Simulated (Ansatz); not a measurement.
```yaml
crystal:
  periodic: [false, false, false]
  atoms:
    - {symbol: In, position_ang: [0.072859, -0.086346, -2.436354]}
    - {symbol: N, position_ang: [0.007828, -0.194058, -0.161938]}
    - {symbol: C, position_ang: [0.003098, -1.165799, 0.768497]}
    - {symbol: C, position_ang: [-0.045842, -0.592488, 2.055182]}
    - {symbol: C, position_ang: [-0.070205, 0.788520, 1.834984]}
    - {symbol: N, position_ang: [-0.036585, 0.976224, 0.496611]}
    - {symbol: H, position_ang: [0.034755, -2.218735, 0.465904]}
    - {symbol: H, position_ang: [-0.061562, -1.110670, 3.018773]}
    - {symbol: H, position_ang: [-0.108537, 1.636051, 2.527853]}
    - {symbol: H, position_ang: [-0.040424, 1.835396, -0.088018]}
    - {symbol: Cl, position_ang: [2.149088, -1.042459, -3.025713]}
    - {symbol: Cl, position_ang: [0.004887, 2.328095, -2.309830]}
    - {symbol: Cl, position_ang: [-1.909348, -1.153722, -3.145970]}
basis:
  gaussian: {orbitals: def2-TZVPD, initial_orbitals: start.molden}
hamiltonian: {xc: {name: wB97M-V}}
scf: {omitted_lower_state_checks: [starts]}
output: {orbitals: {seedname: orbitals}}
```

The file start.molden holds the orbitals of an earlier run on this structure, at another level or in another basis.

```sh
$ ansatz run in.yaml --threads 4 --pin off --events-out ev --progress --plain --max-ram 4787MiB
```

(1) Does this run fit into the memory that it is given?

## Answers

(1) No. It has 415 basis functions, and Ansatz plans for 6 GiB where 5 GiB are given.
